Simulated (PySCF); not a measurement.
One of the candidates below gave these computed data.

All candidates are C5H11NOSi2.

- Dipole: 0.99 D [CAM-B3LYP/def2-SVPD]
- XPS: Si2p3/2 106.9, Si2p3/2 107.0, C1s 289.7, C1s 289.8, C1s 290.0, C1s 290.7, C1s 291.3, N1s 404.7, O1s 537.1, Si1s 1846.8, Si1s 1847.0 eV [ΔSCF SCAN, pcX-2 on the ionised atom, pcseg-1 elsewhere, spin-free X2C, 2p3/2 from a spin–orbit splitting computed afterwards within the 2p shell]
- Valence photoelectron: vertical ionisation energy: 8.81 eV [ΔSCF CAM-B3LYP/def2-SVPD]
- 13C NMR: chemical shifts (computed TMS as zero) by class: 86.7 (1 C), 82.6 (1 C), 18.2 (1 C), 15.3 (1 C), 4.9 (1 C) ppm [GIAO PBE0/pcSseg-1]
- Polarisability: 116.7 au [CAM-B3LYP/def2-SVPD]
- NMR, other nuclei: isotropic shieldings of nuclei other than C and H, by class: 232 (1 N), 262 (1 O), 354 (1 Si), 356 (1 Si) ppm [GIAO PBE0/pcSseg-1]
- Rotational structure: rotational constants A, B, C: 1.842, 0.724, 0.627 GHz [PBE0-D3(BJ)/def2-SVP]
- 1H NMR: chemical shifts (computed TMS as zero) by class: 5.02 (1 H), 4.95 (1 H), 4.94 (1 H), 2.06 (1 H), 1.85 (3 H), 1.16 (1 H), 0.97 (2 H), 0.47 (1 H) ppm [GIAO PBE0/pcSseg-1]
- UV, strongest line: among the 10 lowest singlet transitions: S10 at 7.60 eV (163 nm, f = 0.045) [TDDFT CAM-B3LYP/def2-SVPD]
- Triplet: lowest triplet excitation (Tamm–Dancoff): 5.27 eV [TDA CAM-B3LYP/def2-SVPD]

Gas-phase values; electronic properties from PySCF, density fitting. Levels stand in brackets. The structure is a single PBE0-D3(BJ)/def2-SVP conformer in the gas phase; no vibrational or solvent corrections. NMR classes are plain means over equivalent atoms (diastereotopic ones count apart unless rotation or inversion swaps them), as if these changed places fast.

Task: Which candidate is it?
A. `Cc1ccoc1[SiH2]N[SiH3]`
B. `CC#C[C@@H]1C[Si@@H](N)O[SiH2]1`
C. `N[Si@H](C[SiH3])c1ccco1`
D. `CC[Si@@H]1O[SiH2]C[C@@H]1C#N`
E. `C[SiH2][Si@@H](N)c1ccco1`

Result: B. It is `CC#C[C@@H]1C[Si@@H](N)O[SiH2]1`. Numbering: `[CH3:1][C:2]#[C:3][C@@H:4]1[CH2:5][Si@@H:6]([NH2:7])[O:8][SiH2:9]1`. Its formula, C5H11NOSi2, gives 3 degrees of unsaturation: 1 ring and 2 π bonds in the structure found. 5 carbons fall into 5 classes; from least to most shielded: alkyne carbon [C3] (86.7 ppm), alkyne carbon [C2] (82.6 ppm), ring sp3 carbon bound to silicon [C5] (18.2 ppm), ring sp3 carbon bound to silicon [C4] (15.3 ppm), propargylic carbon [C1] (4.9 ppm). Hydrogen classes from least to most shielded: 1 H on an oxygen-bound silicon, Si9 (5.02 ppm), 1 H on an oxygen-bound silicon, Si9 (4.95 ppm), 1 H on an oxygen-bound silicon, Si6 (4.94 ppm), 1 H on an sp3 carbon bound to silicon, C4 (2.06 ppm), 3 H on a propargylic carbon, C1 (1.85 ppm), 1 H on an sp3 carbon bound to silicon, C5 (1.16 ppm), 2 H on a silicon-bound nitrogen, N7 (0.97 ppm, a mean of values up to 0.5 ppm apart in this geometry), 1 H on an sp3 carbon bound to silicon, C5 (0.47 ppm). The other shieldings belong to: 232 ppm, silicon-bound nitrogen [N7]; 262 ppm, siloxane oxygen [O8]; 354 ppm, oxygen-bound silicon [Si9]; 356 ppm, oxygen-bound silicon [Si6]. The core levels belong to: Si2p3/2 106.9 eV, oxygen-bound silicon [Si9]; Si2p3/2 107.0 eV, oxygen-bound silicon [Si6]; C1s 289.7 eV, alkyne carbon [C2]; C1s 289.8 eV, alkyne carbon [C3]; C1s 290.0 eV, sp3 carbon bound to silicon [C5]; C1s 290.7 eV, sp3 carbon bound to silicon [C4]; C1s 291.3 eV, propargylic carbon [C1]; N1s 404.7 eV, silicon-bound nitrogen [N7]; O1s 537.1 eV, siloxane oxygen [O8]; Si1s 1846.8 eV, oxygen-bound silicon [Si9]; Si1s 1847.0 eV, oxygen-bound silicon [Si6]. The hole state at 289.7 eV has ⟨S²⟩ = 0.83 against 0.75, so that value is less sure. The hole state at 289.8 eV has ⟨S²⟩ = 0.84 against 0.75, so that value is less sure. The first electron is taken from the HOMO, whose largest Löwdin shares are 0.31 on an alkyne carbon, 0.28 on an alkyne carbon, 0.13 on an sp3 carbon bound to silicon and 0.08 on an oxygen-bound silicon. The optimised geometry has point group C1 and is an asymmetric top.

The others, at the same levels:
- `C[SiH2][Si@@H](N)c1ccco1` fails: its computed 13C shifts are 159.2 (1 C), 153.1 (1 C), 130.5 (1 C), 115.2 (1 C), -11.7 (1 C) ppm, core binding energies are Si2p3/2 105.9, Si2p3/2 106.2, C1s 290.0, C1s 290.1, C1s 290.3, C1s 290.7, C1s 291.4, N1s 404.3, O1s 539.5, Si1s 1845.6, Si1s 1846.1 eV and 1H shifts are 7.74 (1 H), 7.02 (1 H), 6.51 (1 H), 5.28 (1 H), 4.06 (1 H), 3.83 (1 H), 0.26 (2 H), -0.06 (3 H) ppm.
- `N[Si@H](C[SiH3])c1ccco1` fails: its computed 13C shifts are 159.0 (1 C), 152.3 (1 C), 129.1 (1 C), 115.4 (1 C), -7.0 (1 C) ppm, core binding energies are Si2p3/2 106.4, Si2p3/2 106.5, C1s 289.6, C1s 290.1, C1s 290.2, C1s 290.7, C1s 291.3, N1s 404.5, O1s 539.6, Si1s 1846.2, Si1s 1846.4 eV and 1H shifts are 7.68 (1 H), 7.27 (1 H), 6.58 (1 H), 5.39 (1 H), 3.78 (3 H), 0.26 (2 H), 0.04 (1 H), -0.06 (1 H) ppm.
- `CC[Si@@H]1O[SiH2]C[C@@H]1C#N` fails: its computed 13C shifts are 126.4 (1 C), 13.7 (1 C), 10.7 (1 C), 9.0 (1 C), 7.3 (1 C) ppm, core binding energies are Si2p3/2 107.3, Si2p3/2 107.6, C1s 290.4, C1s 290.7, C1s 290.8, C1s 291.6, C1s 292.0, N1s 404.5, O1s 537.8, Si1s 1847.2, Si1s 1847.4 eV and 1H shifts are 5.11 (1 H), 4.99 (1 H), 4.92 (1 H), 1.78 (1 H), 1.38 (1 H), 1.23 (3 H), 1.22 (1 H), 0.81 (1 H), 0.81 (1 H) ppm.
- `Cc1ccoc1[SiH2]N[SiH3]` fails: its computed 13C shifts are 152.9 (1 C), 150.4 (1 C), 143.3 (1 C), 118.3 (1 C), 12.7 (1 C) ppm, core binding energies are Si2p3/2 106.7, Si2p3/2 106.8, C1s 290.2, C1s 290.4, C1s 290.7, C1s 290.9, C1s 291.4, N1s 404.0, O1s 539.5, Si1s 1846.6, Si1s 1846.7 eV and 1H shifts are 7.68 (1 H), 6.48 (1 H), 5.32 (2 H), 4.33 (3 H), 2.29 (3 H), -0.67 (1 H) ppm.

Each candidate is one conformer, not necessarily the lowest. Dipoles, sizes and rotational constants follow the conformer. The torsions of the flexible species, by atom-mapped SMILES:
- `[CH3:1][SiH2:2][Si@@H:3]([NH2:4])[c:5]1[cH:6][cH:7][cH:8][o:9]1`: C1–Si2–Si3–N4 -177°, Si2–Si3–C5–C6 120°, H–N4–Si3–Si2 178°, H–N4–Si3–Si2 -36°
- `[NH2:1][Si@H:2]([CH2:3][SiH3:4])[c:5]1[cH:6][cH:7][cH:8][o:9]1`: N1–Si2–C3–Si4 -162°, N1–Si2–C5–C6 21°, H–N1–Si2–C3 -39°, H–N1–Si2–C3 -178°
- `[CH3:1][c:2]1[cH:3][cH:4][o:5][c:6]1[SiH2:7][NH:8][SiH3:9]`: O5–C6–Si7–N8 49°, C6–Si7–N8–Si9 18°

The conformers of `CC#C[C@@H]1C[Si@@H](N)O[SiH2]1` and `CC[Si@@H]1O[SiH2]C[C@@H]1C#N` aren't listed.
